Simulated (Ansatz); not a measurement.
All values below come from frozen-core CCSD(T)/cc-pVTZ // CAM-B3LYP-D3(BJ)/def2-TZVP (Ansatz, an electronic-structure program). The geometry is that of the parent before the electron was removed.

Ansatz 0.2 input:
```yaml
crystal:
  periodic: [false, false, false]
  atoms:
    - { symbol: O, position_ang: [1.16198, 0.323423, -0.011407] }
    - { symbol: Al, position_ang: [-0.510056, 0.073189, 0.007626] }
    - { symbol: H, position_ang: [1.825407, -0.365113, -0.02851] }
    - { symbol: H, position_ang: [-1.078696, -1.3957, -0.001917] }
    - { symbol: H, position_ang: [-1.398635, 1.364202, 0.034208] }
basis:
  gaussian: { orbitals: cc-pVTZ }
correlation:
  method: ccsd_t
total_charge: 1
magnetization:
  spin_polarized: true
  initial_magnetization: 1
```

Output:

```
Functional definition: HF
625 factors; integrals over basis functions are off by at most 1.7e-3 eV
mean field evaluation 1: about -8648.8864 eV, gradient 5.3e1 eV
mean field evaluation 2: about -8648.8928 eV, gradient 5.3e1 eV
mean field evaluation 4: about -8658.7201 eV, gradient 6.7e0 eV
mean field evaluation 8: about -8659.1763 eV, gradient 5.9e-1 eV
mean field evaluation 16: about -8659.1977 eV, gradient 4.0e-6 eV
mean field evaluation 32: about -8659.1450 eV, gradient 1.2e0 eV
mean field evaluation 64: about -8659.1523 eV, gradient 1.3e-2 eV
mean field evaluation 96: about -8659.2621 eV, gradient 1.8e0 eV
mean field evaluation 128: about -8659.1523 eV, gradient 1.7e-2 eV
mean field evaluation 160: about -8659.1042 eV, gradient 7.8e-1 eV
mean field evaluation 192: about -8654.2482 eV, gradient 5.1e-3 eV
mean field evaluation 224: about -8653.0760 eV, gradient 2.6e0 eV
mean field evaluation 256: about -8653.5771 eV, gradient 5.3e-1 eV
mean field evaluation 288: about -8650.3514 eV, gradient 9.2e0 eV
mean field evaluation 320: about -8651.2224 eV, gradient 1.4e1 eV
mean field evaluation 352: about -8649.8628 eV, gradient 2.3e0 eV
mean field evaluation 384: about -8651.2972 eV, gradient 3.6e0 eV
mean field evaluation 416: about -8652.5792 eV, gradient 1.7e0 eV
mean field evaluation 448: about -8649.8083 eV, gradient 2.2e0 eV
mean field -8659.33839919 eV, -318.2248166597 hartree, gradient 2.7e-6 eV, S^2 0.755793; 10 other end points of the search recorded, 0 dependent functions left out
determinant -8659.33839919 eV, -318.2248166597 hartree, with singles and doubles -8667.36700966 eV, -318.5198626526 hartree
determinant -8659.19769791 eV, -318.2196459830 hartree, with singles and doubles -8668.12612494 eV, -318.5477596248 hartree
determinant -8659.15228679 eV, -318.2179771555 hartree, with singles and doubles -8667.71460312 eV, -318.5326364766 hartree
determinant -8659.33839919 eV, -318.2248166597 hartree, with singles and doubles -8667.25452329 eV, -318.5157288549 hartree
determinant -8659.19769791 eV, -318.2196459830 hartree, with singles and doubles -8668.07694890 eV, -318.5459524386 hartree
determinant -8659.15228679 eV, -318.2179771555 hartree, with singles and doubles -8667.97814931 eV, -318.5423216204 hartree
6 core orbitals not correlated
reference -8659.19769791 eV, -318.2196459830 hartree; 6, 5 occupied and 94, 95 virtual orbitals, 625 factors
second order -8.39766306 eV of doubles, -0.00000000 eV of singles
cycle   1  -8.87925124 eV  change   -2.4e-7 eV  update   2.7e-6
perturbative correction -0.33896336 eV, -0.0124566738 hartree
Total energy: -8668.41591250 eV, -318.5584091212 hartree
```

Cost: roughly 100 core-seconds.
